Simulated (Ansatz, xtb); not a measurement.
# H7OSbSi2: which of two isomers lies lower

Structure X is `[SiH3]O[SiH2][SbH2]`, a singlet and structure Y is `[SiH3][O][SbH][SiH3]`, a singlet. Both are isolated molecules in the gas phase, relaxed with PBE0-D3(BJ)/def2-SVP; the shapes shown needn't be the lowest conformers.

X (Å):

```yaml
atoms:
  - { symbol: O, position_ang: [-1.6613, -0.1713, 0.4825] }
  - { symbol: Sb, position_ang: [0.0433, -3.2316, 0.8598] }
  - { symbol: Si, position_ang: [-0.1797, -0.6602, 1.0566] }
  - { symbol: Si, position_ang: [-3.2639, -0.5876, 0.4060] }
  - { symbol: H, position_ang: [0.8769, -0.0240, 0.2165] }
  - { symbol: H, position_ang: [-0.0150, -0.2011, 2.4694] }
  - { symbol: H, position_ang: [-3.8596, 0.0201, -0.8160] }
  - { symbol: H, position_ang: [-3.3935, -2.0776, 0.3381] }
  - { symbol: H, position_ang: [-3.9874, -0.0946, 1.6151] }
  - { symbol: H, position_ang: [1.5196, -3.1240, 1.7316] }
  - { symbol: H, position_ang: [-0.8415, -3.4405, 2.3161] }
```

Y (Å):

```xyz
11

O    -2.4377   -1.4000   -0.4311
Sb   -1.5767   -3.0912    0.2080
Si   -2.0255    0.1828   -0.1669
Si   -0.8724   -2.2625    2.5772
H    -2.1637    0.5377    1.2836
H    -2.9383    1.0492   -0.9674
H    -0.6059    0.4519   -0.5657
H     0.0131   -2.7088   -0.3543
H    -2.0878   -2.0112    3.4080
H    -0.0298   -1.0308    2.5350
H    -0.0852   -3.3778    3.1916
```

Task: Estimate E(Y) − E(X) at the level CCSD(T)/def2-SVP + ΔMP2/def2-TZVPP.

Result: Calculated at CCSD(T)/def2-SVP + ΔMP2/def2-TZVPP: E(Y) − E(X) = +23.8 kcal/mol, so structure X lies lower.

The same difference at several levels:

```
                             level              geometry  E(Y) − E(X) (kcal/mol)  departure from the last row (kcal/mol)  job, with rough time for the two
              PBE0-D3(BJ)/def2-SVP  PBE0-D3(BJ)/def2-SVP                     +23.0                                    −0.8             optimisation, 8.7 min
                       HF/def2-SVP  PBE0-D3(BJ)/def2-SVP                     +26.5                                    +2.7           part of the CCSD(T) run
                      MP2/def2-SVP  PBE0-D3(BJ)/def2-SVP                     +23.2                                    −0.6           part of the CCSD(T) run
                  CCSD(T)/def2-SVP  PBE0-D3(BJ)/def2-SVP                     +22.6                                    −1.1                      single point
CCSD(T)/def2-SVP + ΔMP2/def2-TZVPP  PBE0-D3(BJ)/def2-SVP                     +23.8                                                        single point, 65 s
```

As drawn, Y has 1 O–Sb, 1 Si–H in place of 1 O–Si, 1 Sb–H.

The levels shown agree on the order. The largest departure from CCSD(T)/def2-SVP + ΔMP2/def2-TZVPP is that of HF/def2-SVP, 2.7 kcal/mol. Levels run at GFN2-xTB geometries aren't shown. The last row adds to CCSD(T) the change of the MP2 difference between the two basis sets, here +1.1 kcal/mol.

With harmonic frequencies from PBE0-D3(BJ)/def2-SVP (ideal gas, rigid rotor, one conformer each, 298.15 K, 1 atm): on the last row, ΔE + ΔZPE = +23.6 kcal/mol. A mode under 50 cm⁻¹ makes harmonic enthalpies and free energies unreliable, so none is given.

The correlated steps freeze 15 core orbitals; the filled d shell of Sb is correlated, in a basis made for valence electrons. Atoms past krypton carry core potentials in the def2 sets and no spin–orbit term is included. Codes used: Ansatz 0.2.0; the last row on 2 threads of Intel(R) Xeon(R) Platinum 8259CL CPU @ 2.50GHz (Skylake/Cascade Lake) on a shared host.
